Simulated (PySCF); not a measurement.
# As: ionisation energy

As [Ar] 3d10 4s2 4p3 (4S) → As+ [Ar] 3d10 4s2 4p2 (3P), as a difference of total energies. All numbers are calculated (PySCF 2.14, the spin-free X2C one-electron Hamiltonian (Gaussian nucleus), in x2c-QZVPPall). Correlated levels: valence: [Ar] 3d10 frozen. The calculations carry no spin-orbit coupling.

```tsv
method	ionisation energy (eV)
UHF	9.407
MP2 (valence)	9.918
SCS-MP2 (valence)	9.768
CCSD (valence)	9.879
CCSD(T) (valence)	9.918
```

Task: How much does correlation contribute at CCSD(T) (valence)?

Result: 9.918 − (9.407) = 0.511 eV, measured against UHF.

Errors of the correlated levels include the incompleteness of this basis and the frozen core.

For comparison: 10.008 eV (measured; NIST levels, between the centres of gravity of the two terms).
